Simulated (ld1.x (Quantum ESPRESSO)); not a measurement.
# What one change does to a pseudopotential (zirconium (Zr), TM)

ld1.x (Quantum ESPRESSO) 7.5 input, shortened:

```
&input
   title='Zr', zed=40., rel=2, dft='PBESOL', iswitch=3,
   config='[Kr] 4d2 5s2 5p0', rel_dist='average'
 /
 &inputp
   pseudotype=2, tm=.true., lloc=0,
   nlcc=.true., new_core_ps=.true., rcore=1.10
 /
3
4P  2  1   6.00   0.00  1.45  1.45  0.0
4D  3  2   2.00   0.00  2.90  2.90  0.0
5S  1  0   2.00   0.00  2.40  2.40  0.0
 &test
   configts(1)='4p6 4d2 5s2 5p0'
 /
```

Open shells are filled in proportion to 2j + 1 (rel_dist='average').

All-electron outer shells of the reference configuration (PBEsol, scalar-relativistic, ld1.x):

```tsv
shell	level (eV)	outermost node (bohr)	outermost maximum (bohr)
3d	-174.70	–	0.35
4s	-54.46	0.55	1.08
4p	-32.43	0.56	1.17
5s	-4.46	1.47	3.15
4d	-3.61	0.58	1.61
5p	-1.45	1.70	4.10
```

Change: wave 5s (bound): rc 2.40 bohr becomes 5s (bound): rc 2.00 bohr.

Cutoffs: the cutoffs (Ry, on a coarse ladder) from which the occupation-weighted sum of valence levels, in a spherical-Bessel basis at the reference potential, stays within 10 and 1 mRy of its value at 400 Ry; they do not see the model core or the augmentation charge, which bear on the density cutoff. Errors are all-electron minus pseudo energies relative to the spin-unpolarised reference configuration.

Question: Predict the effect on cutoff, ghosts and configuration errors.

Answer: The potential gets neither clearly harder nor softer (50 Ry and 100 Ry → 55 Ry and 100 Ry); a bound ghost appears in s, which as a rule spoils a file; the number of tests that count goes from 7 to 5; of the 5 tests that both files solve, the error grows in 3 and shrinks in 2 by more than 15 % and 0.3 meV (median size 20.3 → 44.5 meV).

```tsv
quantity	base	changed
cutoff, loose	50 Ry	55 Ry
cutoff, tight	100 Ry	100 Ry
loose cutoff by channel (10 mRy a level)	p 40 Ry, d 18 Ry, s 8 Ry	p 40 Ry, d 18 Ry, s 18 Ry
bound ghosts	none	s (extra level of the local part)
tests counted (converged, no solver errors)	7 of 7	5 of 7
error for 4p6 4d2 5s1 5p0, meV [ΔE 7.17 eV]	-0.3	+20
error for 4p6 4d2 5s0 5p0, meV [ΔE 20.08 eV]	-20	-44
error for 4p6 4d1 5s0 5p0, meV [ΔE 42.66 eV]	-48	-104
error for 4p6 4d2 5s1 5p1, meV [ΔE 3.07 eV]	-440	-309
error for 4p6 4d3 5s1 5p0, meV [ΔE 1.21 eV]	-20	-9.7
s: phases at 3.13 bohr within 0.05 rad from the reference energy up to (Ry; the scan ends near 5)	0.6	-0.2
p1/2: phases at 3.13 bohr within 0.05 rad from the reference energy up to (Ry; the scan ends near 5)	-0.7	-0.6
p3/2: phases at 3.13 bohr within 0.05 rad from the reference energy up to (Ry; the scan ends near 5)	-0.7	-0.5
d3/2: phases at 3.13 bohr within 0.05 rad from the reference energy up to (Ry; the scan ends near 5)	0.8	1.0
d5/2: phases at 3.13 bohr within 0.05 rad from the reference energy up to (Ry; the scan ends near 5)	0.8	1.0
```

Changed file: Tests not counted: 4p5 4d2 5s2 5p0 (solver errors, printed error -63.9 eV); 4p6 4d1 5s2 5p1 (solver errors, printed error -27.4 eV). These tests converged, but a pseudo level misses the all-electron one widely, so the file describes the atom poorly there or has found another state: 4p6 4d1 5s0 5p0: empty 5s by 6.4 eV. A true bound ghost makes a file unfit for plane-wave use even where its test errors are small: the radial tests pick states by their node count and pass the ghost by. Where a test does run into it, the solver fails or the error is huge.
